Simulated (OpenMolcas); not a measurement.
## Tm2+ in CsCaBr3: curves along the breathing mode

Tm2+ with its 6 nearest bromide ions, on the Ca site of CsCaBr3 (a = 5.69 Å, distance in the model lattice 2.845 Å). The rest of the host is ab initio model potentials to 7.6 Å, with orthogonalisation functions on the cations behind the ligands, and point charges beyond; the distance is set by hand and nothing relaxes. Ligand basis ANO-RCC-VDZP.

```
Program             : OpenMolcas 26.06
Method              : SS-CASPT2, IPEA 0.25 Eh, imaginary shift 0.1 Eh (closed shells correlated: 5s 5p and the ligand valence shells)
Basis               : ANO-RCC-VDZP [7s6p4d2f1g]
Scalar Hamiltonian  : DKH2, point nucleus
Active space        : 13 electrons in 7 orbitals (4f)
State averaging     : 2S+1 = 2 odd, 7 roots
Spin-orbit coupling : state interaction with AMFI integrals over the reference wave functions
```

Spin-free energies (labels of O, the rotations of Oh) in cm-1 above the lowest fitted minimum, as all ligands move together:

```json
{"R (Å)": "2.715", "2T1": "270", "2T2": "340", "2A2": "410"}
{"R (Å)": "2.779", "2T1": "240", "2T2": "330", "2A2": "430"}
{"R (Å)": "2.843", "2T1": "2660", "2T2": "2750", "2A2": "2820"}
{"R (Å)": "2.907", "2T1": "7380", "2T2": "7480", "2A2": "7550"}
{"R (Å)": "2.971", "2T1": "14530", "2T2": "14570", "2A2": "14700"}
{"R (Å)": "3.035", "2T1": "24260", "2T2": "24350", "2A2": "24430"}
{"R (Å)": "3.099", "2T1": "36870", "2T2": "36890", "2A2": "37040"}
```

Cubic fits give the following; the wavenumber is harmonic, with the mass of all moving ligands, small differences in it between states hang on the degree of the fit, a number in brackets counts states of one label, and the table is a selection of at most 14 states with clean curves.

```json
{"State": "2T1", "R0 (Å)": "2.745", "Breathing mode (cm-1)": "194", "Minimum (cm-1)": "0"}
{"State": "2T2", "R0 (Å)": "2.745", "Breathing mode (cm-1)": "194", "Minimum (cm-1)": "80"}
{"State": "2A2", "R0 (Å)": "2.744", "Breathing mode (cm-1)": "193", "Minimum (cm-1)": "160"}
```

For an f ion spin-orbit coupling outweighs the ligand field, so these spin-free curves are not those of observable levels.

Roots that are degenerate in the reference are averaged as groups; the widest CASPT2 spread within a group is 59 cm-1 (the 3-fold group of multiplicity 2 near 89.4 cm-1 above the lowest state of its run, R = 2.779). Shifts and gaps below about the spread of the groups concerned are not significant. Over all roots computed the reference weight is 0.66 in R = 2.715, 0.66 in R = 2.779, 0.66 in R = 2.843, 0.66 in R = 2.907, 0.66 in R = 2.971, 0.66 in R = 3.035, 0.66 in R = 3.099; a low but even weight reflects the number of correlated electrons. Splittings of an f shell from a small cluster at a set distance can be off by tens of per cent, mostly too small. No measured value stands beside these numbers.
